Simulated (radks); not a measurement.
Problem. Ge IV, 29 electrons, occupied as [Ar] 3d10 4s1. All-electron calculation, Dirac Kohn-Sham, LDA (Slater exchange, Perdew-Wang correlation), spin-unpolarised, spherical densities, finite nucleus; Fermi nuclear charge, rms radius 4.0742 fm. Program: a radial shooting solver on a logarithmic mesh with Libxc functionals. Some entries of the table are withheld. Estimate them.

orbital  occ.  eigenvalue (eV)  <r^2> (bohr^2)  <r> (bohr)
1s1/2       2        -10972.54        0.002981     0.04706
2s1/2       2              (1)         0.05215      0.2101
2p1/2       2              (2)         0.04041      0.1814
2p3/2       4              (3)         0.04190      0.1850
3s1/2       2        -201.8445          0.4510      0.6251
3p1/2       2        -152.3896          0.4822         (4)
3p3/2       4        -148.0959          0.4984         (5)
3d3/2       4         -63.8291          0.6621      0.7223
3d5/2       6         -63.2346          0.6710      0.7271
4s1/2       1         -40.8919           3.823       1.838

Solution. 
(1) 2s1/2 eigenvalue (eV): -1403.077
(2) 2p1/2 eigenvalue (eV): -1253.223
(3) 2p3/2 eigenvalue (eV): -1221.409
(4) 3p1/2 <r> (bohr): 0.6399
(5) 3p3/2 <r> (bohr): 0.6506
